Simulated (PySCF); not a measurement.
Krypton: a sound run and one with changed settings

Sound run: Kr²⁺ [Ar] 3d10 4s2 4p4, Kr³⁺ [Ar] 3d10 4s2 4p3. All numbers are calculated (PySCF 2.14, the spin-free X2C one-electron Hamiltonian (Gaussian nucleus), in cc-pVDZ-DK). The sound run starts from symmetry-adapted Hartree-Fock orbitals and uses a fine grid where one is needed.

A second run was set up differently.

```
species  method  sound run (hartree)  changed run (hartree)  converged
   Kr²⁺     UHF          -2786.71225            -2786.71166         no
   Kr²⁺    TPSS          -2788.38874            -2788.30394         no
   Kr²⁺    MN15          -2790.29257            -2790.27314         no
   Kr³⁺     UHF          -2785.45422            -2785.45326         no
   Kr³⁺    TPSS          -2787.08442            -2787.05635         no
   Kr³⁺    MN15          -2788.99212            -2788.98561         no
```

**Question.** What was changed?
A. all electrons correlated in a valence basis
B. level shift left on
C. a valence shell is frozen
D. too few SCF iterations

**Answer.** D. It used initial guess 1e, at most 2 SCF cycles. The SCF was stopped early; the energies are upper bounds that still move, and correlated levels were skipped or rest on poor orbitals.
